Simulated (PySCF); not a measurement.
Point-charge models of `C=CC[SiH2]P([SiH3])[SiH3]` against its computed dipole.

Coordinates (PBE0-D3(BJ)/def2-SVP, Å) and charges (e) from the PBE0/pcSseg-1 density (PySCF):

```
atom       x       y       z  Mulliken      IAO  Hirshfeld  ESP-fitted
  C1  -3.879  -0.386   0.270   -0.1708  -0.3246    -0.1082     -0.4869
  C2  -3.159   0.436  -0.498   -0.2492  -0.1249    -0.0378     -0.1258
  C3  -1.858   0.100  -1.148   -0.4847  -0.5248    -0.1528     -0.2598
 Si4  -0.411   0.917  -0.239   +0.4571  +0.5729    +0.2767     +0.4463
  P5   1.492   0.541  -1.407   -0.5374  -0.3271    -0.1160     -0.4166
 Si6   1.731  -1.636  -0.853   +0.2980  +0.3867    +0.2446     +0.3148
 Si7   2.940   1.368   0.115   +0.3064  +0.3924    +0.2466     +0.3136
  H8  -3.561  -1.418   0.456   +0.1141  +0.1403    +0.0435     +0.2009
  H9  -4.811  -0.059   0.737   +0.1243  +0.1504    +0.0465     +0.1950
 H10  -3.519   1.462  -0.649   +0.1212  +0.1423    +0.0456     +0.1502
 H11  -1.685  -0.989  -1.158   +0.1639  +0.1503    +0.0433     +0.1449
 H12  -1.827   0.449  -2.194   +0.1714  +0.1603    +0.0468     +0.1161
 H13  -0.331   0.389   1.159   -0.0238  -0.1129    -0.0774     -0.0965
 H14  -0.606   2.398  -0.180   -0.0331  -0.1020    -0.0754     -0.0885
 H15   1.594  -1.883   0.617   -0.0440  -0.1070    -0.0734     -0.0810
 H16   3.080  -2.096  -1.300   -0.0379  -0.0890    -0.0695     -0.0512
 H17   0.684  -2.423  -1.571   -0.0474  -0.0950    -0.0705     -0.0768
 H18   2.818   2.856   0.112   -0.0394  -0.0898    -0.0696     -0.0583
 H19   4.323   0.982  -0.297   -0.0422  -0.0908    -0.0700     -0.0526
 H20   2.688   0.861   1.500   -0.0467  -0.1074    -0.0731     -0.0880
```

Task: What dipole does each set of charges give (1 e·Å = 4.803 D), and what does the density give?

Result: The full density gives (-0.47, -0.28, 0.51) D, 0.75 D in size; dipole vectors point from the negative to the positive end.

```tsv
scheme	μx	μy	μz	size (D)	share of the full size (%)	angle to the full dipole (°)
Mulliken	0.70	-0.55	2.76	2.90	386	55
IAO	0.54	0.41	0.55	0.88	117	98
Hirshfeld	-0.08	0.15	-0.31	0.35	47	128
ESP-fitted	-0.43	-0.29	0.53	0.74	99	3
```

Task: Which set comes closest?

Result: Length of the difference vector: ESP-fitted 0.04 D, Hirshfeld 1.01 D, IAO 1.23 D, Mulliken 2.55 D. Closest: ESP-fitted. ESP charges are fitted to the potential around the molecule, whose slowest-falling term is the dipole's. 

Task: What is left for the Hirshfeld atoms' own dipoles?

Result: The shares of the density sum to the whole, so what Σ q r misses lies in dipoles about the nuclei. The atomic dipoles sum to (-0.47, -0.28, 0.51) − (-0.08, 0.15, -0.31) = (-0.39, -0.43, 0.82) D, 1.01 D in size.

Task: With the origin at the mean of the coordinates, (-0.215, 0.093, -0.326) Å, which are the largest single terms, by size, of the IAO dipole along the direction of the full one?

Result: C1 -4.50, Si7 -4.07, P5 +3.11, H9 +2.65, H8 +2.16 D; all 20 atoms together -0.12 D. The single terms depend on the origin, their sum doesn't.

Task: Give the size of the full dipole in other units.

Result: 0.75 D = 0.296 au = 0.156 e·Å = 2.51 × 10⁻³⁰ C·m.

The structure is a single PBE0-D3(BJ)/def2-SVP conformer in the gas phase; no vibrational or solvent corrections.

Shape of the structure used: `[CH2:1]=[CH:2][CH2:3][SiH2:4][P:5]([SiH3:6])[SiH3:7]`: C1–C2–C3–Si4 -105°, C2–C3–Si4–P5 -174°, C3–Si4–P5–Si6 -74°.
